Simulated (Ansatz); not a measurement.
The cluster SiTe4. The state is a singlet with charge 0. Geometry r2SCAN-D4/def2-SVP; atoms count from 1.

| atom | x (Å) | y (Å) | z (Å) |
| --- | --- | --- | --- |
| Si1 | -0.4625 | -1.4067 | -1.5856 |
| Te2 | 1.6620 | 1.2056 | 0.9205 |
| Te3 | -1.4470 | -1.4221 | 0.6938 |
| Te4 | 1.1391 | 0.4828 | -1.7514 |
| Te5 | -0.8917 | 1.1404 | 1.7227 |

In the def2 sets Te takes a core potential; there is no spin–orbit coupling. The structure comes from a short search, and lower isomers may exist.

Q: Estimate the Mulliken populations from the PBE0/def2-TZVP orbitals of Ansatz.

A: 
```
atom  charge (e)
 Si1        0.06
 Te2       -0.01
 Te3       -0.02
 Te4       -0.02
 Te5       -0.01
```
Mulliken values depend strongly on the basis.

Q: And the Mayer bond orders between heavy atoms (over 0.3)?

A: Si1–Te3 1.35 (2.48 Å); Si1–Te4 1.35 (2.48 Å); Te2–Te4 0.97 (2.82 Å); Te2–Te5 1.23 (2.68 Å); Te3–Te5 0.97 (2.82 Å).
